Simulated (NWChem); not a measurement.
Program: NWChem. System: CH₂NO, charge 0, spin multiplicity 2, at a geometry optimised with UPBE0/def2-SVP. The structure started from a generated list of species. Its SCF solution wasn't tested for a lower state. Level: G0W0@UPBE/def2-TZVPD, RI basis def2-tzvpd-rifit.

The NWChem input:

```
start mol
memory heap 200 mb stack 700 mb global 1700 mb
geometry units angstroms nocenter noautoz
  N      1.082571    -0.027621     0.000000
  C     -0.183853     0.393342     0.000000
  O     -1.203102    -0.223138     0.000000
  H      1.309713    -1.021146     0.000000
  H      1.840222     0.639544     0.000000
  symmetry group Cs
end
basis spherical
  * library def2-tzvpd
end
basis "ri basis" bse spherical
  * library def2-tzvpd-rifit
end
dft
  xc xpbe96 cpbe96
  odft
  mult 2
  iterations 100
  direct
  tolerances tight
end
task dft energy
gw
  states alpha occ 4 vir 2
  states beta occ 4 vir 2
end
task dft gw
```

NWChem printed:

```
             Northwest Computational Chemistry Package (NWChem) 7.3.0
             --------------------------------------------------------

                                NWChem Input Module
                                -------------------

 Scaling coordinates for geometry "geometry" by  1.889725989
 (inverse scale =  0.529177249)

 Turning off AUTOSYM since
 SYMMETRY directive was detected!

                             Geometry "geometry" -> ""
                             -------------------------

 Output coordinates in angstroms (scale by  1.889725989 to convert to a.u.)

  No.       Tag          Charge          X              Y              Z
 ---- ---------------- ---------- -------------- -------------- --------------
    1 N                    7.0000     1.08257100    -0.02762100     0.00000000
    2 C                    6.0000    -0.18385300     0.39334200     0.00000000
    3 O                    8.0000    -1.20310200    -0.22313800     0.00000000
    4 H                    1.0000     1.30971300    -1.02114600     0.00000000
    5 H                    1.0000     1.84022200     0.63954400     0.00000000

 Effective nuclear repulsion energy (a.u.)      64.5476026255

            Nuclear Dipole moment (a.u.)
            ----------------------------
        X                 Y               Z
 ---------------- ---------------- ----------------
    -0.0000037795    -0.0000018897     0.0000000000

      Symmetry information
      --------------------

 Group name             Cs
 Group number              2
 Group order               2
 No. of unique centers     5

      Symmetry unique atoms

     1    2    3    4    5


 Summary of "ao basis" -> "" (spherical)
 ------------------------------------------------------------------------------
       Tag                 Description            Shells   Functions and Types
 ---------------- ------------------------------  ------  ---------------------
 *                         def2-tzvpd                 on all atoms

 new library libraries.bse/

 Summary of "ri basis" -> "" (spherical)
 ------------------------------------------------------------------------------
[...]
     2   1 1 0     -0.220522     -2.341097     -2.678730      4.799305
     2   1 0 1      0.000000      0.000000      0.000000      0.000000
     2   0 2 0    -12.476375    -13.086290     -9.330957      9.940873
     2   0 1 1      0.000000      0.000000      0.000000      0.000000
     2   0 0 2    -13.682927     -7.289522     -6.393405      0.000000

 Task  times  cpu:       36.5s     wall:       36.5s

                                NWChem Input Module
                                -------------------

                                 NWChem GW Module
                                 ----------------

                             ***********************
                             ***        GW       ***
                             ***********************

 Summary of "ri basis" -> "ri basis" (spherical)
 ------------------------------------------------------------------------------
       Tag                 Description            Shells   Functions and Types
 ---------------- ------------------------------  ------  ---------------------
 N                      def2-tzvpd-rifit            26       92   9s7p5d4f1g
 C                      def2-tzvpd-rifit            26       92   9s7p5d4f1g
 O                      def2-tzvpd-rifit            26       92   9s7p5d4f1g
 H                      def2-tzvpd-rifit            10       24   5s3p2d

                 Memory Information
                 ------------------
          Available GA per process is          1699.7 MBs
          Available stack per process is        700.0 MBs
          Available heap per process is           0.0 MBs

          Peak memory in Initialization
              Peak GA per process is                  9.9 MBs
              Peak stack per process is               0.2 MBs
              Peak heap per process is               10.0 MBs
              Memory not in MA per process            0.0 MBs

          Peak memory in AFF Calculation
              Peak GA per process is                 74.1 MBs
              Peak stack per process is              58.6 MBs
              Peak heap per process is                0.0 MBs
              Memory not in MA per process           58.6 MBs

          Computing 2-center integrals
          Computing Inverse Cholesky factor
          Computing 3-center integrals
          Computing V_xc ...

          Computing Sigma_x
          Computing RPA polarizability
          Solving quasiparticle equations

                  Alpha Orbitals
          State     Energy (eV)     Error (eV)
          -----------------------------------
@GW         9        -13.427           0.004
@GW        10        -12.661           0.004
@GW        11        -10.632           0.002
@GW        12         -7.635           0.002
@GW        13          2.506           0.002
@GW        14          1.473           0.004

                   Beta Orbitals
          State     Energy (eV)     Error (eV)
          -----------------------------------
@GW         8        -14.430           0.004
@GW         9        -13.420           0.004
@GW        10        -11.703           0.002
@GW        11        -10.513           0.002
@GW        12         -0.281           0.002
@GW        13          1.872           0.002

   Applying  -2.9572 eV scissor-shift to rest of particle states

   Applying   3.1539 eV scissor-shift to rest of hole states

   Applying  -3.2298 eV scissor-shift to rest of particle states

   Applying   2.7649 eV scissor-shift to rest of hole states

     GW Timing Statistics
   ------------------------
   Init.   :          0.1s
     ERIs  :          1.7s
     Distr.:          0.0s
     Vxc   :          0.6s
   Sigma_x :          0.0s
   RPA     :         10.2s
   Wmn     :          0.2s
   Sigma_c :          0.2s
   GW total:         13.0s

 Task  times  cpu:       13.0s     wall:       13.0s

 Total times  cpu:       49.6s     wall:       49.6s
```
